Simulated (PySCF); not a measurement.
## Nuclear quadrupole coupling in `F[SiH2][SiH2]O[SiH3]`

FH₇OSi₃.
Structure used (GFN2-xTB), in Å, numbered top down from 1:
```xyz
12
FH7OSi3 angstrom
F     -3.1526   -1.6573    0.4660
Si    -2.2273   -0.3458    0.2437
Si    -0.0529   -1.0653    0.3603
O      0.8150    0.2713    0.0413
Si     2.0858    1.2352   -0.2305
H     -2.7149    0.5565    1.2898
H     -2.7167    0.1654   -1.0388
H      0.4037   -1.5577    1.6689
H      0.3525   -2.0742   -0.6304
H      1.4991    2.4219   -0.8478
H      3.0096    0.5339   -1.1192
H      2.7000    1.5155    1.0648
```

Field gradients from the PBE0/pcSseg-1 density (PySCF, non-relativistic), principal values in atomic units, ordered |Vxx| ≤ |Vyy| ≤ |Vzz|:

| atom | Vxx | Vyy | Vzz |
| --- | --- | --- | --- |
| O4 | -0.5559 | -0.6035 | 1.1594 |

Q: Find the asymmetry η = (Vxx − Vyy)/Vzz and the couplings χ = eQV/h (234.96 MHz × Q in barn × V in au), with Q(17O) = −0.0256 b.

A: 
| atom | environment | nucleus | η | χzz (MHz) | χxx (MHz) | χyy (MHz) |
| --- | --- | --- | --- | --- | --- | --- |
| O4 | siloxane oxygen | 17O | 0.04 | -6.97 | 3.34 | 3.63 |

The gradient is axial or nearly so (η below 0.05) at O4. 

Q: What is Vzz at O4 in SI units (1 au = 9.71736 × 10²¹ V/m²)?

A: 1.1594 au = 11.266 × 10²¹ V/m².

Q: What couplings would deuterons (Q(2H) = 0.00286 b) have in place of the hydrogens, at this geometry?

A: 
| atom | bonded to | bond length (Å) | Vzz (au) | η | χzz (kHz) |
| --- | --- | --- | --- | --- | --- |
| H6 | Si2 | 1.465 | 0.1584 | 0.03 | 106 |
| H7 | Si2 | 1.465 | 0.1585 | 0.03 | 107 |
| H8 | Si3 | 1.471 | 0.1544 | 0.03 | 104 |
| H9 | Si3 | 1.471 | 0.1544 | 0.03 | 104 |
| H10 | Si5 | 1.461 | 0.1611 | 0.02 | 108 |
| H11 | Si5 | 1.461 | 0.1606 | 0.03 | 108 |
| H12 | Si5 | 1.461 | 0.1610 | 0.03 | 108 |

Geometry: GFN2-xTB, one conformer, isolated molecule. GFN2-xTB bond lengths can be off by several hundredths of an ångström, more for odd bonds, and the gradients follow them. These gradients aren't converged with respect to the basis.
